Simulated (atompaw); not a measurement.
**Ta (Z = 73) PAW (atompaw): all-electron and pseudo phase curves**

| Quantity | Value |
| --- | --- |
| Element | tantalum |
| Generator | atompaw 4.2.0.5 |
| Type | PAW |
| Functional | PBEsol |
| Relativity | scalar-relativistic |
| Frozen core | [Xe] 4f14 |
| Valence charge | 5 |
| Reference configuration | 5d3 6s0 6p0 (charge +2) |
| Partial waves | 6s (bound, empty): rc 3.00 bohr; 6s channel at -0.2 Ry: rc 3.00 bohr; 6p (bound, empty): rc 3.00 bohr; 6p channel at 2.85 Ry: rc 3.00 bohr; 5d (bound): rc 1.80 bohr; 5d channel at 1.9 Ry: rc 3.00 bohr |
| Local potential | bessel scheme, radius 2.45 bohr |
| Core correction | smooth core density matched at 2.90 bohr |
| Augmentation charge | sinc compensation charge, radius 2.50 bohr; PAW radius 3.00 bohr; waves and projectors: custom rrkj vanderbiltortho |

The phase is arctan(r·u′/u) with u = r·R(r), unwrapped; energies in Ry, scanned from -3 to 5 Ry. A pole is an energy at which the radial function vanishes at the test radius. The pseudo phase is shifted by a multiple of π to meet the all-electron one at the reference energy, and phase errors are pseudo minus all-electron; the curves can meet again beyond the range given. Levels narrower than the energy grid can be missing from the lists of poles.

For each channel, where are the poles, and over which energies does the pseudopotential scatter like the atom?

| channel | radius (bohr) | reference energy (Ry) | poles, all-electron | poles, pseudo | unbroken range about the reference energy with phases within 0.05 rad | phase error 1 Ry above the reference energy (rad) |
| --- | --- | --- | --- | --- | --- | --- |
| s | 3.02 | -1.35 | 0.03 | 0.03, 2.66 | below 1.9 | -0.000 |
| p | 3.02 | -0.91 | 1.33 | 1.30 | below 3.9 | -0.005 |
| d | 3.02 | -1.35 | -1.02, 3.64 | -1.02, 3.54 | the whole range | -0.007 |

Phases in the p channel:

```json
{"E (Ry)": "-3.00", "all-electron": "1.326", "pseudo": "1.314"}
{"E (Ry)": "-2.52", "all-electron": "1.278", "pseudo": "1.270"}
{"E (Ry)": "-2.04", "all-electron": "1.203", "pseudo": "1.198"}
{"E (Ry)": "-1.56", "all-electron": "1.055", "pseudo": "1.051"}
{"E (Ry)": "-1.08", "all-electron": "0.641", "pseudo": "0.640"}
{"E (Ry)": "-0.60", "all-electron": "-0.539", "pseudo": "-0.542"}
{"E (Ry)": "-0.12", "all-electron": "-1.201", "pseudo": "-1.206"}
{"E (Ry)": "0.36", "all-electron": "-1.409", "pseudo": "-1.413"}
{"E (Ry)": "0.84", "all-electron": "-1.508", "pseudo": "-1.511"}
{"E (Ry)": "1.32", "all-electron": "-1.570", "pseudo": "-1.573"}
{"E (Ry)": "1.80", "all-electron": "-1.618", "pseudo": "-1.620"}
{"E (Ry)": "2.28", "all-electron": "-1.664", "pseudo": "-1.665"}
{"E (Ry)": "2.76", "all-electron": "-1.715", "pseudo": "-1.715"}
{"E (Ry)": "3.24", "all-electron": "-1.787", "pseudo": "-1.788"}
{"E (Ry)": "3.72", "all-electron": "-1.914", "pseudo": "-1.932"}
{"E (Ry)": "4.20", "all-electron": "-2.249", "pseudo": "-2.481"}
{"E (Ry)": "4.68", "all-electron": "-3.425", "pseudo": "-4.147"}
```
